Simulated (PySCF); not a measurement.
Input for PySCF: R-B3LYP/LANL2DZ on ClGeH (SMILES [Cl][GeH]), a point of a bond scan (R = 1.445 Å).

```python
from pyscf import gto, scf, dft, mp
from pyscf.data.elements import chemcore

mol = gto.M(
    atom='''
    Ge    0.52862057   -0.16248943    0.50490017
    H     1.51118041   -0.36124860   -0.53592840
    Cl   -1.09036542    0.32841146   -0.91207233
    ''',
    basis='lanl2dz',
    ecp={'Cl': 'lanl2dz', 'Ge': 'lanl2dz'},
    charge=0, spin=0, verbose=3, max_memory=1800)
mf = dft.RKS(mol, xc='b3lyp')
mf.conv_tol = 1e-8
mf.max_cycle = 100
mf.kernel()
if not mf.converged:
    mf = mf.newton().run(mf.mo_coeff, mf.mo_occ)
```

Program output:

```
converged SCF energy = -19.3057838095749
```

The run converged.

Cost: about 1.0 core-seconds (a rough figure).
